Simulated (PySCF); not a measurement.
# Structure elucidation problem

The spectra below were simulated for a compound C₇H₁₄N₂Si.

¹H NMR (600 MHz, computed): δ 5.18 (s, 3H), 2.48 (q, 2H), 2.41 (s, 3H), 2.34 (s, 3H), 1.04 (t, 3H).

¹³C{¹H} NMR (computed): δ 154.3, 146.2, 126.9, 20.9, 19.1, 14.7, 11.6.

[PySCF 2.14: PBE0/pcSseg-1 with gauge-including orbitals; structure optimised with GFN2-xTB; in vacuum; non-relativistic Hamiltonian; averaged over atoms made equivalent by symmetry, fast rotation or ring inversion; one computed conformer]

References, each an isolated molecule treated in the same way: ¹H (σ = 31.72 ppm), ¹³C (σ = 186.93 ppm) vs TMS.

Task: Propose a structure and justify it.

Result: 
- The formula gives 3 degrees of unsaturation (1 ring in the answer).
- 7 carbon signals for 7 carbons: no two carbons are equivalent.
- Carbon types of the structure: 3 × C, 1 × CH2, 3 × CH3, leaving 3 H on heteroatoms.
- δC 154.3, 146.2: substituted aromatic carbon next to a ring nitrogen.
- δC 126.9: substituted aromatic carbon.
- δC 20.9: sp3 CH2 on an aromatic ring; aliphatic region, no heteroatom directly attached.
- δC 19.1: methyl carbon; saturated and bonded to C and H only.
- δC 14.7, 11.6: methyl carbon on an aromatic ring; a saturated carbon with 1 carbon neighbour and no heteroatom attached.
- δH 2.48: hydrogen on an sp3 CH2 on an aromatic ring; benzylic-type position, deshielded by the ring.
- δH 2.41, 2.34: hydrogen on a methyl carbon on an aromatic ring; benzylic-type position, deshielded by the ring.

The compound is `CCc1c(C)nn([SiH3])c1C`.

The shifts were computed for this structure.

Shifts are as computed. Against solution values, carbons near 30 ppm lie about +3 ppm off and those near 130 ppm about +5 ppm. Of 1211 compounds with measured shifts, 218 miss one by over three times the rms of a fit or turn the order of signals round; such compounds aren't used in these exercises. No couplings were computed; multiplicities are counted from neighbouring protons, with m where these are inequivalent, close in shift, in a saturated or five-membered ring or joined by F or P, and br s for small geminal =CH2 splittings.
